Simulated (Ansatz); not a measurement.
`C[SiH2]CC=S` and `C[SiH2]C[AsH2]` differ in one atom or group.

Ansatz, PBE0-D4/def2-TZVP geometries, multiplicity 1. Each molecule was computed in one conformer, which needn't be the lowest.

Scalar relativity is left out up to krypton.

```tsv
property	`C[SiH2]CC=S`
LUMO energy (ωB97M-V/def2-TZVPP) / eV	0.09
HOMO energy (B3LYP/def2-TZVPP) / eV	-6.10
LUMO energy (B3LYP/def2-TZVPP) / eV	-2.20
size of the dipole moment (ωB97M-V/def2-TZVPP) / D	2.93
LUMO energy (PBE/def2-TZVPP) / eV	-2.91
HOMO energy (PBE/def2-TZVPP) / eV	-5.10
```

Problem. Give the same properties after the change, and the shifts. (Best estimate.)

Solution. The calculation gave: 
```csv
property,`C[SiH2]C[AsH2]`,shift
LUMO energy (ωB97M-V/def2-TZVPP) / eV,1.91,1.82
HOMO energy (B3LYP/def2-TZVPP) / eV,-7.08,-0.98
LUMO energy (B3LYP/def2-TZVPP) / eV,0.02,2.22
size of the dipole moment (ωB97M-V/def2-TZVPP) / D,0.57,-2.36
LUMO energy (PBE/def2-TZVPP) / eV,-0.54,2.37
HOMO energy (PBE/def2-TZVPP) / eV,-6.16,-1.06
```

With PBE0 the HOMO falls by 0.93 eV and the LUMO rises by 2.28 eV, so the gap widens by about 3.21 eV. PBE moves the HOMO by -1.06 eV and ωB97M-V by -0.88 eV. Dipoles are sizes alone; their direction can turn.

B3LYP here is the variant with VWN-RPA as its local correlation; programs differ in this.
